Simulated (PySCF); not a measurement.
## Gas-phase XPS of `CC(F)(F)[SiH2]S`, computed

Compound: C2H6F2SSi.
Bonds: C1–C2, C2–F3, C2–F4, C2–Si5, Si5–S6. Hydrogens: H7, H8, H9 on C1; H10, H11 on Si5; H12 on S6.

Method: delta-SCF UKS SCAN, pcX-2 on the ionised atom, pcseg-1 elsewhere, spin-free X2C (PySCF). Each binding energy is the total energy of the core-ionised species, with the hole localised on one atom, minus that of the ground state; both are solved self-consistently, so orbital relaxation is included.

Task: Give the core binding energies atom by atom.

Result: 
```tsv
atom(s)	environment	level	binding energy (eV)	2p1/2 (eV)	above the level's lowest (eV)	count
C1	methyl carbon	C 1s	291.31	–	0.00	1
C2	CF2 carbon	C 1s	294.86	–	+3.55	1
F3/F4	fluorine of a CF2 group	F 1s	692.80	–	0.00	2
Si5	SiH2 silicon	Si 2p3/2	107.52	108.15	0.00	1
Si5	SiH2 silicon	Si 1s	1847.28	–	0.00	1
S6	sulfur bonded to Si and H	S 1s	2477.36	–	0.00	1
```

Lowest listed C 1s: C1, bonded to C and 3 H. Highest, 3.55 eV above it: C2, bonded to 2 F, C and Si.

Task: Which effective nuclear charge Zeff reproduces each element's mean 1s value in the hydrogen-like formula E = 13.606 eV × Zeff²?

Result: C (Z = 6): mean 293.1 eV, Zeff = 4.64, Z − Zeff = 1.36; F (Z = 9): mean 692.8 eV, Zeff = 7.14, Z − Zeff = 1.86; Si (Z = 14): mean 1847.3 eV, Zeff = 11.65, Z − Zeff = 2.35; S (Z = 16): mean 2477.4 eV, Zeff = 13.49, Z − Zeff = 2.51. Means run over the listed sites, weighted by atom count.

Task: Which photon wavelength matches the C 1s of C1 threshold?

Result: λ = hc/E = 12398.42 eV Å / 291.31 eV = 42.561 Å.

Topologically equivalent atoms share the value of their first member; where this conformer doesn't relate them by symmetry, their own values could differ. Not every level is listed. Spin–orbit coupling isn't in the SCF: each 2p doublet comes from a relaxed spin-free hole plus a matrix of the shell (mean-field spin–orbit coupling and the ground-state 2p splitting), with 2p3/2 averaged over its two sublevels. 2p1/2 minus 2p3/2 (ligand field included): Si 0.62 eV. Geometry: GFN2-xTB, one conformer, isolated molecule.

On an Arm Neoverse N1 with one thread, shared host with 64 logical CPUs at a one-minute load of 55, this took 2.2 min and 0.68 GiB of memory at its peak.

The values belong to the conformer `[CH3:1][C:2]([F:3])([F:4])[SiH2:5][SH:6]`: C1–C2–Si5–S6 -65°, H–S6–Si5–C2 -39°.
